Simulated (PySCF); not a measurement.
Compound: C₃H₆ClFSi.
Numbering: `[F:1][Si@@H:2]1[CH2:3][CH2:4][C@H:5]1[Cl:6]` (hydrogens: H7 on Si2; H8, H9 on C3; H10, H11 on C4; H12 on C5)

The calculation used PySCF 2.14.0, PBE0-D3(BJ)/def2-SVP geometry optimisation, gas phase.

**Question.** List the bond lengths, angles and torsions at this level.

**Answer.** 
```tsv
bond	length (Å)
F1–Si2	1.625
Si2–C3	1.878
C3–C4	1.553
C4–C5	1.549
C5–Cl6	1.776
Si2–C5	1.888
Si2–H7	1.487
C3–H8	1.098
C3–H9	1.101
C4–H10	1.102
C4–H11	1.101
C5–H12	1.101
```

A selection of angles:
```tsv
angle	degrees
F1–Si2–C3	119.6
F1–Si2–C5	119.3
F1–Si2–H7	107.4
C3–Si2–C5	78.3
C3–Si2–H7	116.1
C5–Si2–H7	114.3
Si2–C3–C4	86.1
Si2–C3–H8	121.2
Si2–C3–H9	111.7
C4–C3–H8	116.1
C4–C3–H9	111.5
H8–C3–H9	108.7
C3–C4–C5	100.0
C3–C4–H10	110.5
C3–C4–H11	115.6
C5–C4–H10	108.9
C5–C4–H11	114.3
H10–C4–H11	107.4
C4–C5–Cl6	116.5
C4–C5–H12	110.5
Cl6–C5–H12	107.8
Si2–C5–C4	85.8
Si2–C5–Cl6	123.0
Si2–C5–H12	111.6
```

Dihedral angles: F1–Si2–C3–C4 -138° (anticlinal); Si2–C3–C4–C5 26° (synperiplanar); C3–C4–C5–Cl6 -151° (antiperiplanar); F1–Si2–C5–C4 139° (anticlinal).

Si2 (fluorine-bound silicon) has angles from 78.3° to 119.6°. The 4-membered ring Si2–C3–C4–C5 has internal angles of 78.3° to 100.0°; it is puckered, 0.17 Å rms from its mean plane, widest ring torsion 26°.

Point group: C1 (no symmetry element, even within 0.4 Å). No PBE0-D3(BJ)/def2-SVP frequencies stand behind this structure, so it isn't proved a minimum. One conformer, not necessarily the lowest.
